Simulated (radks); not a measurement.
Task: The table gives one normalised radial function P(r) = r R(r) (large component) of Se10+ in [Ar] 3d6 (r in bohr). All-electron calculation, Dirac Kohn-Sham, BLYP, spin-unpolarised, spherical densities, finite nucleus; open shells fill j = l - 1/2 first; Fermi nuclear charge, rms radius 4.14 fm. Program: a radial shooting solver on a logarithmic mesh with Libxc functionals.

| r | P |
|---|---|
| 0.005886 | 0.0358 |
| 0.00669 | 0.0455 |
| 0.007604 | 0.0578 |
| 0.008642 | 0.0733 |
| 0.009744 | 0.0912 |
| 0.01107 | 0.1150 |
| 0.01259 | 0.1446 |
| 0.01431 | 0.1812 |
| 0.01613 | 0.2230 |
| 0.01833 | 0.2772 |
| 0.02083 | 0.3428 |
| 0.02368 | 0.4217 |
| 0.02691 | 0.5155 |
| 0.03035 | 0.6184 |
| 0.03449 | 0.7451 |
| 0.0392 | 0.8900 |
| 0.04455 | 1.0524 |
| 0.05023 | 1.2192 |
| 0.05709 | 1.4090 |
| 0.06489 | 1.6058 |
| 0.07375 | 1.8015 |
| 0.08315 | 1.9747 |
| 0.0945 | 2.1367 |
| 0.1074 | 2.2616 |
| 0.1221 | 2.3352 |
| 0.1376 | 2.3468 |
| 0.1564 | 2.2897 |
| 0.1778 | 2.1584 |
| 0.2021 | 1.9578 |
| 0.2278 | 1.7183 |
| 0.259 | 1.4273 |
| 0.2943 | 1.1240 |
| 0.3345 | 0.8341 |
| 0.3802 | 0.5793 |
| 0.4286 | 0.3847 |
| 0.4872 | 0.2294 |
| 0.5537 | 0.1246 |
| 0.6293 | 0.0610 |
| 0.7096 | 0.0281 |
| 0.8064 | 0.0108 |
| 0.9166 | 0.0036 |
| 1.042 | 0.0010 |
| 1.175 | 0.0003 |
| 1.335 | 0.0001 |
| 1.517 | 0.0000 |
| 1.724 | 0.0000 |
| 1.944 | 0.0000 |
| 2.21 | 0.0000 |
| 2.511 | 0.0000 |
| 2.854 | 0.0000 |
| 3.218 | 0.0000 |
| 3.658 | 0.0000 |
| 4.157 | 0.0000 |

Which n and l does it have? It may be an empty orbital.

Result: n = 2, l = 1: the number of nodes gives n - l - 1 = 0, the rise at small r points to l (this Dirac orbital starts outside the nucleus as r^gamma with gamma = sqrt((l + 1)^2 - (Z/c)^2) = 1.98; the j = 3/2 orbital of l + 1 starts with the same power, but with a smaller coefficient, and then steepens), and the extent must fit the shell. The curve is that of 2p3/2; the two j differ most near the nucleus, where j = l - 1/2 has the larger amplitude, and in heavy atoms j = l - 1/2 is also the more compact. 2p3/2: eigenvalue -1652.4 eV, 0 radial nodes, <r> = 0.172 bohr, 90 % of the charge inside 0.280 bohr.
